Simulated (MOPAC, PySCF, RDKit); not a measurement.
Pair of molecules: H3ISi (SMILES [SiH3]I) (first 5 atoms) with CH4 (SMILES C); geometry from B3LYP-D3(BJ)/def2-TZVP, rigid monomers moved along the line of their centres of mass till Si1···C6 is 4.34 Å.
(charge 0, multiplicity 1):
```
atom    x (Å)    y (Å)   z (Å)
----  -------  -------  ------
Si     0.2033  -1.3741  1.3372
I     -0.5415   0.9101  0.8106
H      0.3638  -2.1087  0.0670
H     -0.8227  -2.0156  2.1806
H      1.4899  -1.2905  2.0536
C      0.0640  -0.2564  5.5325
H     -0.7936  -0.9121  5.3883
H      0.9834  -0.8340  5.4442
H      0.0513   0.5276  4.7769
H      0.0133   0.1931  6.5231
```

Interaction energies are E(AB) − E(A) − E(B) at the monomers' geometry in the complex; basis-set methods are counterpoise corrected. Rows marked so take none. RDKit's UFF carries no charges.

Rows in 3-21G carry no dispersion term and start afresh at each structure; the Pople sets are all-electron and without relativity. The state that PM3 reach isn't checked.

The values were computed with MOPAC for PM3 (differences of heats of formation); PySCF for 3-21G rows; RDKit for the force fields. Values without a source in brackets are computed.

Question: One of these levels gives -41.4 meV for the interaction energy. Which?
(A) HF/3-21G (no counterpoise)
(B) UFF
(C) PM3

Answer: B, UFF. The others give 14.8 (PM3), -13.1 (HF/3-21G (no counterpoise))
